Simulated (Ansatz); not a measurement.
Consider the redistribution: `N[SiH2][SiH2]N` + `N[SiH]([SiH3])O[SiH3]` → `N[SiH2][SiH2][SiH3]` + `N[SiH](N)O[SiH3]`.

Isolated molecules relaxed with PBE0-D4/def2-TZVP in Ansatz; ΔE leaves out vibrations. CCSD(T)/CBS adds triple-zeta CCSD(T) − MP2 to the extrapolated MP2 energy (def2 sets, frozen cores). DFT in def2-TZVPP. Each species was taken in one conformer, which may not be the lowest.

```csv
species,r2SCAN energy (Eh)
`N[SiH2][SiH2]N`,-693.29911
`N[SiH]([SiH3])O[SiH3]`,-1003.91502
`N[SiH2][SiH2][SiH3]`,-928.59542
`N[SiH](N)O[SiH3]`,-768.63983
```

Question: Work out ΔE.

Answer: ΔE = (-928.59542) + (-768.63983) − (-693.29911) − (-1003.91502) = -0.02112 Eh = -55.5 kJ/mol. CCSD(T)/CBS gives -53.4 kJ/mol.

Largest T1 diagnostic among the species: 0.012.
